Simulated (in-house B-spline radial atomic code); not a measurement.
RPA and G0W0 on r2SCAN: Hg⁺

Configuration [Xe] 4f14 5d10 6s1, highest spin, mean-field start r2SCAN. Computed with an all-electron radial atomic-structure program (B-spline basis): all electrons, scalar-relativistic (spin-free one-electron X2C), finite nucleus, each spin shell either full or empty, empty states to l = 9 with an (l + 1/2)⁻⁴ tail; G0W0 by contour deformation at full frequency.

Without the two-electron picture change, the correlation of inner shells comes somewhat too large for so heavy an element.

RPA overbinds a lone outer s electron by self-correlation, and G0W0 tends to as well.

Command:
```bash
python run_gw.py task.json out
```
Settings (radii: box in bohr, nucleus in fm):
```
Z                        80
electrons                79
configuration            [Xe] 4f14 5d10 6s1
hamiltonian              x2c
method                   r2scan
lmax                     9
rms_radius               5.4648
spin_polarised           True
box_radius               23.78
intervals                70
ion_configuration        [Xe] 4f14 5d10
```

Cost of the run: 19 s on 1 thread of Arm Neoverse N1, with other jobs on the host.

Energies (hartree):

```json
{"term": "mean-field total", "value": "-19625.68685"}
{"term": "Hartree-Fock functional on these orbitals", "value": "-19619.78544"}
{"term": "direct second order", "value": "-8.1272"}
{"term": "second-order exchange", "value": "2.0113"}
{"term": "SOSEX correction", "value": "1.8785"}
```

What is the RPA correlation energy, and what remains with SOSEX?

RPA gives -7.0653 hartree (-2.43 eV per electron); RPA + SOSEX gives -5.1868, and the second-order doubles -6.1158 hartree (no singles). SOSEX takes back 27 % of the RPA value.

Quasi-particle levels (eV):

| level | occupied | mean field | Σx - vxc | Σc | QP weight | G0W0 |
| --- | --- | --- | --- | --- | --- | --- |
| 6s up | yes | -15.379 | -2.24 | ? | ? | ? |
| 6s down | no | -13.759 | 6.08 | -2.85 | 0.924 | -10.525 |

G0W0 = mean field + (Σx - vxc) + Σc, with Σc (partial-wave tail included) taken at the quasi-particle energy. Only the outer levels were computed. Levels of low weight are left out.

Where does G0W0 put 6s up?

At -19.241 eV, with Σc = -1.62 eV and a quasi-particle weight of 0.918. The tabulated removal energy is 18.757 eV (NIST, measured); the calculation leaves out spin-orbit coupling, Breit and QED terms, and what these don't explain is the method's own error.

What does it cost to remove one electron (to [Xe] 4f14 5d10) by differences of total energies, each species on its own start (correlation terms add to the Hartree-Fock functional)?

r2SCAN 19.067 eV, Hartree-Fock functional 17.008 eV, + RPA 19.172 eV, + RPA + SOSEX 18.447 eV, + second order 19.916 eV. Tabulated: 18.757 eV (NIST, measured); the calculation leaves out spin-orbit coupling, Breit and QED terms, and what these don't explain is the method's own error.
